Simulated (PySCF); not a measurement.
# Unknown compound

Molecular formula: C3H5FN2Si. Simulated spectra:

1H NMR (600 MHz, computed): δ 7.61 (m, 1H), 7.55 (m, 1H), 6.76 (m, 1H), 5.69 (m, 2H).

13C{1H} NMR (computed): δ 141.6, 139.2, 117.6.

Non-relativistic Hamiltonian, equivalent nuclei averaged, no solvent model, a single conformation. Geometry from GFN2-xTB; σ from GIAO-PBE0/pcSseg-1; PySCF 2.14.

Chemical shifts δ = σref − σ; 1H (σref 31.72), 13C (σref 186.93) vs TMS, all at this level.

**Question.** Deduce the structure.

**Answer.** 
- Rings plus π bonds: 3 (1 ring in the answer).
- 3 carbon signals for 3 carbons: no two carbons are equivalent.
- Carbon types of the structure: 3 × CH, leaving 2 H on heteroatoms.
- δC 141.6: aromatic CH between two ring heteroatoms.
- δC 139.2, 117.6: aromatic CH next to a ring nitrogen.
- δH 7.61: hydrogen on an aromatic CH between two ring heteroatoms; ring-current deshielding.
- δH 7.55, 6.76: hydrogen on an aromatic CH next to a ring nitrogen; it sits in the deshielding region of the aromatic ring current.
- δH 5.69: hydrogen on a silicon bonded to F, N.

These data were computed for SMILES F[SiH2]n1ccnc1.

The data come from this structure; uniqueness wasn't tested.

Splittings by 19F in the carbon and heteronuclear signals aren't shown, as no couplings were computed. Shifts are as computed. Against solution values, carbons near 30 ppm lie about +3 ppm off and those near 130 ppm about +5 ppm. Of 1211 compounds with measured shifts, 218 miss one by over three times the rms of a fit or turn the order of signals round; such compounds aren't used in these exercises. Multiplicities follow the n + 1 count of equivalent neighbours, as no J values were calculated; m marks all less simple cases, F and P coupling included.
